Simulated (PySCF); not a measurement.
A GIAO shielding run with PySCF 2.14 (density fitting, non-relativistic, gas phase) on SMILES FC[C@@H]1O[C@@H](F)[C@H]1C(Cl)Cl, C$_{5}$H$_{6}$Cl$_{2}$F$_{2}$O:

```
$ OMP_NUM_THREADS=1 python probes_run.py task.json out

{"job": {"kind": "nmr", "xc": "PBE0", "basis": "pcSseg-1"}, "charge": 0, "multiplicity": 1}
F     -2.248536    -1.193389    -0.254740
C     -1.890827    -0.425896     0.821806
C     -0.661153     0.409113     0.503333
O     -0.890166     1.398704    -0.513234
C      0.145699     0.924765    -1.315961
F      1.176037     1.821897    -1.371342
C      0.421970    -0.258840    -0.368908
C      1.807457    -0.350503     0.225369
Cl     1.740238    -1.324796     1.713991
Cl     2.921926    -1.101585    -0.935525
H     -2.739974     0.224006     1.050755
H     -1.681895    -1.110253     1.649726
H     -0.286668     0.868236     1.424381
H     -0.146242     0.718932    -2.351309
H      0.109876    -1.219025    -0.780496
H      2.214658     0.627578     0.490745
```

Hardware: 1 thread of an Arm Neoverse N1, shared host. The job also computes population analyses, field gradients, ring-centre shieldings.

Problem. How large is the calculation?

Solution. 96 electrons, 214 basis functions and 1156 auxiliary functions.

Problem. How long does it take, and how much memory does it need?

Solution. 80 s of wall time, with 14 SCF cycles and 5 response iterations; peak memory 0.94 GiB. Times on a shared host scatter by some tens of per cent.
